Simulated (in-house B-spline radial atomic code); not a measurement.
A run on neutral technetium (an excited or competing configuration) that did not converge. Method: scalar-relativistic (X2C) wB97X, spin-polarised, spherical fractional occupations, exact exchange averaged over the configuration, Fermi nucleus of rms radius 4.41117 fm; computed with a B-spline radial code for spherical atoms.

Command:
```bash
python run_scf.py task.json out
```
Settings (nuclear radius in fm, mass in u):
```
Z                43
configuration    [Kr] 4d5 5s1 6s1
hamiltonian      x2c
method           wb97x
spin_polarised   True
nucleus          fermi
rms_radius       4.41117
atomic_mass      96.90636
speed_of_light   137.035999084
exact_exchange   averaged over the configuration
```

First and last ten iterations of the last attempt (damped for 15 steps, keeping 80 % of the old Fock matrix, then DIIS):
```
 iter        energy (Eh)    residual
    1       -4277.672407    4.45e-01
    2       -4282.041596    2.59e-01
    3       -4283.538958    1.78e-01
    4       -4284.337907    1.28e-01
    5       -4284.762774    9.22e-02
    6       -4284.987610    6.46e-02
    7       -4285.106190    4.69e-02
    8       -4285.168908    3.72e-02
    9       -4285.202550    2.93e-02
   10       -4285.221107    2.31e-02
  111       -4285.252587    4.78e-05
  112       -4285.252587    1.40e-05
  113       -4285.252587    7.61e-06
  114       -4285.252587    1.26e-05
  115       -4285.252587    5.66e-05
  116       -4285.252587    2.73e-05
  117       -4285.252587    1.11e-04
  118       -4285.252587    2.09e-05
  119       -4285.252587    2.60e-06
  120       -4285.252587    1.42e-05
 not converged after 120 iterations
```

The smallest residual met was 2.0e-06; the threshold is about 4e-07. Over the last five steps the energy moves by less than 1e-08 hartree, but the orbitals didn't meet the threshold. Time taken, with all properties: 36 s on 1 thread of Intel(R) Xeon(R) Platinum 8259CL CPU @ 2.50GHz (shared host).
